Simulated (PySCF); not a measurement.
Compound: C₄H₄F₃NO.
Cartesian coordinates in Å at the GFN2-xTB level; atoms count from 1:
```
atom  x, y, z in Å
C1    -1.9102    0.4955   -0.0469
O2    -0.6995    0.2501    0.6402
C3     0.3199   -0.2678   -0.1691
C4     0.8182    0.6935   -1.1505
N5     1.1693    1.4646   -1.9140
C6     1.4709   -0.6774    0.7679
F7     1.0719   -1.5994    1.6446
F8     2.4834   -1.2148    0.0728
F9     1.9618    0.3478    1.4560
H10   -2.5952    0.8816    0.7032
H11   -2.3131   -0.4291   -0.4742
H12   -1.7763    1.2356   -0.8414
H13   -0.0054   -1.1796   -0.7064
```

Method: TDDFT PBE0/def2-SVPD, vertical, gas phase, core orbitals frozen in the response (PySCF).

Kohn–Sham orbitals with the atoms that hold most of them (Löwdin shares over 4%, at most four atoms; ? is withheld):

```json
{"orbital": "LUMO+2", "ε (eV)": "0.51", "atoms": "C4 20%, C1 18%, N5 15%, H11 8%"}
{"orbital": "LUMO+1", "ε (eV)": "-0.10", "atoms": "N5 25%, C4 24%, C3 15%, H13 14%"}
{"orbital": "LUMO", "ε (eV)": "-0.53", "atoms": "N5 30%, C4 25%, C3 12%, O2 11%"}
{"orbital": "HOMO", "ε (eV)": "?", "atoms": "?"}
{"orbital": "HOMO-1", "ε (eV)": "-10.20", "atoms": "?"}
{"orbital": "HOMO-2", "ε (eV)": "-10.54", "atoms": "N5 42%, C4 32%, O2 8%, C3 5%"}
{"orbital": "HOMO-3", "ε (eV)": "-10.93", "atoms": "N5 44%, C4 19%, O2 15%, C1 8%"}
```

Problem. Give the leading atoms of the HOMO-1.

Solution. N5 (bonded to C) 32%; C4 (bonded to C and N) 23%; O2 (bonded to 2 C) 18%; C3 (bonded to 2 C, O and H) 8%. By element: nitrogen 32%, carbon 31% or more, oxygen 18%.

Problem. Which atoms hold the HOMO, and with what shares?

Solution. O2 (bonded to 2 C) 61%; C1 (bonded to O and 3 H) 13%; H11 (bonded to C) 6%; H12 (bonded to C) 6%. By element: oxygen 61%, carbon 13% or more, hydrogen 12% or more.

Problem. What is the HOMO energy, and the HOMO–LUMO gap?

Solution. ε(HOMO) = -9.12 eV; the gap is 8.59 eV (0.3157 hartree).

Problem. How does S1 compare with the orbital gap of 8.59 eV?

Solution. S1 is at 7.02 eV (f = 0.0015), 1.57 eV below the gap, made of HOMO→LUMO (98%). Without the coupling terms of the response equations the lowest excitation would equal the gap.

Problem. One configuration dominates each of S1, S2 and S3. Which, and how do the shares of the two leading atoms of either orbital change from the occupied to the empty one?

Solution. 
- S1 (7.02 eV, f 0.0015), HOMO→LUMO (98%): O2 61% → 11%, C1 13% → at most 12%, N5 at most 6% → 30%, C4 at most 6% → 25%
- S2 (7.54 eV, f 0.0011), HOMO-1→LUMO (74%): N5 32% → 30%, C4 23% → 25%
- S3 (7.67 eV, f 0.013), HOMO→LUMO+1 (94%): O2 61% → at most 15%, C1 13% → at most 15%, N5 at most 6% → 25%, C4 at most 6% → 24%

One conformer stands for the species.
